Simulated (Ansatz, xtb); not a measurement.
**C2H7FOSi3: 3 structures ranked**

3 gas-phase structures of C2H7FOSi3, from a drawn sample of its isomers (lower ones may exist). Each was relaxed with GFN2-xTB; where two conformers were screened, the lower at r2SCAN-D4/def2-SVP is listed:

A. `O=C[Si@@H]1C[SiH2][Si@H]1F`, a singlet
B. `O=C1[SiH2][SiH2]C[Si@@H]1F`, a singlet
C. `C#C[SiH2]O[SiH2][SiH2]F`, a singlet

Estimate their order in r2SCAN-D4/def2-SVP energy at these geometries, lowest first.

Calculated order at r2SCAN-D4/def2-SVP: C (0.0), B (1.1), A (16.3) kcal/mol.

Energies above the lowest of each column, in kcal/mol; the last columns are at B3LYP-D3(BJ)/def2-SVP geometries:

```tsv
structure	GFN2-xTB	HF/STO-3G	r2SCAN-D4/def2-SVP	B3LYP-D3(BJ)/def2-SVP	CCSD(T)/def2-SVP + ΔMP2/def2-TZVPP
C	0.0	42.3	0.0	0.0	0.0
B	63.1	0.0	1.1	11.7	24.6
A	79.4	28.4	16.3	23.6	36.0
```

CCSD(T)/def2-SVP + ΔMP2/def2-TZVPP puts C lowest; HF/STO-3G picks B. Flexible structures stand in one conformer each, not always the lowest. The ΔMP2 step shifts differences by up to 8.6 kcal/mol, which makes them less sure. ΔMP2 is the change of the MP2 energy from the smaller to the larger basis.

Programs: Ansatz 0.2.0, xtb 6.7.1.
